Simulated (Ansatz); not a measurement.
`O[SiH2][SiH](O)F`, charge 0, multiplicity 1.

(1) Give a relaxed structure at PBE0-D4/def2-TZVP (Ansatz). (An estimate is asked.)

Answers

(1) Computed: 
```xyz
10

O     0.268    1.616   -0.679
Si   -0.957    0.630   -0.139
Si    0.302   -1.246    0.513
O     1.742   -1.095   -0.248
F     0.490   -1.217    2.103
H     0.048    2.496   -0.988
H    -1.927    0.328   -1.232
H    -1.723    1.272    0.966
H    -0.234   -2.587    0.190
H     1.991   -0.198   -0.487
```
This is one stationary point; other conformers may exist.
